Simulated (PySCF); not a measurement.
Assignment exercise: C8H8O

Geometry:
```csv
atom,x (Å),y (Å),z (Å)
C1,-1.529,1.293,-1.390
C2,-0.931,0.166,-0.991
C3,-1.144,-1.169,-1.534
C4,-0.356,-2.035,-0.864
C5,0.394,-1.313,0.131
C6,0.071,0.010,0.079
C7,0.594,1.094,0.906
C8,1.616,0.687,1.946
O9,0.244,2.252,0.784
H10,-1.302,2.236,-0.922
H11,-2.252,1.288,-2.189
H12,-1.825,-1.386,-2.336
H13,-0.278,-3.096,-1.023
H14,1.096,-1.781,0.797
H15,1.935,1.566,2.501
H16,2.478,0.234,1.462
H17,1.182,-0.036,2.632
```

PySCF 2.14.0 with density-fitted response routines calculation with GIAO PBE0/pcSseg-1 shieldings and geometry: GFN2-xTB; relativity neglected, single conformer, isolated molecule, averaged over atoms made equivalent by symmetry, fast rotation or ring inversion.

Shifts are taken against calculated references (same method and geometry level): TMS for 13C (σref 186.93), 1H (σref 31.72).

(1) Assign these signals to the numbered atoms. 13C{1H} NMR (computed): δ 197.6, 155.3, 149.7, 148.8, 139.5, 136.6, 134.7, 29.8.

(2) Assign these signals to the numbered atoms. 1H NMR (400 MHz, computed): δ 8.15 (br s, 1H), 7.32 (d, 1H), 6.80 (br s, 1H), 6.65 (m, 1H), 6.61 (m, 1H), 2.48 (s, 3H).

Answers

(1) 
197.6 → C7, ketone carbonyl carbon: the double bond to the heteroatom, with no lone-pair donor beside it, deshields it most
155.3 → C2, fully substituted alkene carbon: the olefinic region
149.7 → C5, β carbon of a C=C–C=O unit: conjugation with the carbonyl draws π density from the β position
148.8 → C1, terminal =CH2 carbon: the olefinic region
139.5 → C3, alkene CH: as expected for a trigonal carbon in a double bond
136.6 → C4, alkene CH
134.7 → C6, α carbon of a C=C–C=O unit: as expected for a trigonal carbon in a double bond
29.8 → C8, methyl carbon α to a carbonyl: α to the electron-withdrawing carbonyl group

C5 and C1; C4 and C6 lie closer than the usual error of such a calculation, so a measured spectrum could show them in the other order.

(2) 
| δ (ppm) | atoms | environment | reason |
| --- | --- | --- | --- |
| 8.15 | H10 | hydrogen on a terminal =CH2 carbon | – |
| 7.32 | H14 | hydrogen on a β carbon of a C=C–C=O unit | olefinic region |
| 6.80 | H11 | hydrogen on a terminal =CH2 carbon | attached to an sp2 carbon and in the plane of the double bond |
| 6.65 | H13 | hydrogen on an alkene CH | olefinic region |
| 6.61 | H12 | hydrogen on an alkene CH | – |
| 2.48 | H15/H16/H17 | hydrogen on a methyl carbon α to a carbonyl | α to C=O |

H13 and H12 lie closer than the usual error of such a calculation, so a measured spectrum could show them in the other order.

Shifts are as computed. Against solution values, carbons near 30 ppm lie about +3 ppm off and those near 130 ppm about +5 ppm. Of 1211 compounds with measured shifts, 218 miss one by over three times the rms of a fit or turn the order of signals round; such compounds aren't used in these exercises. No couplings were computed; multiplicities are counted from neighbouring protons, with m where these are inequivalent, close in shift, in a saturated or five-membered ring or joined by F or P, and br s for small geminal =CH2 splittings.
